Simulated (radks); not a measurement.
The numbers below are computed, except where a source is named.
All-electron atom: Rh XLI in [He] 2s2 2p1.

Code: a radial shooting solver on a logarithmic mesh with Libxc functionals. Model: Dirac Kohn-Sham, BLYP, spin-unpolarised, spherical densities, finite nucleus; open shells fill j = l - 1/2 first; Fermi nuclear charge, rms radius 4.4945 fm.

Energy parts (eV):
total: -75125.964
kinetic: 79727.567
electron-nucleus: -157749.534
Hartree: 4092.410
exchange-correlation: -1196.407

Orbitals (lengths in bohr, moments of r in powers of bohr; <r^-3> diverges for s and p1/2; r(90%) holds 90 % of the orbital's charge):
| orbital | occ. | eigenvalue (eV) | <r^-3> | r(90%) | <1/r> | small-component weight |
|---|---|---|---|---|---|---|
| 1s1/2 | 2 | -26455.23 | - | 0.0582 | 47.19 | 2.72e-02 |
| 2s1/2 | 2 | -6193.408 | - | 0.205 | 11.51 | 6.37e-03 |
| 2p1/2 | 1 | -6065.770 | - | 0.181 | 11.44 | 6.31e-03 |
| 2p3/2 | 0 | -5896.538 | 3498 | 0.187 | 10.82 | 6.12e-03 |

The highest occupied level is 2p1/2 at -6065.8 eV. The density falls to 0.001 e/bohr^3 at r = 0.47 bohr.
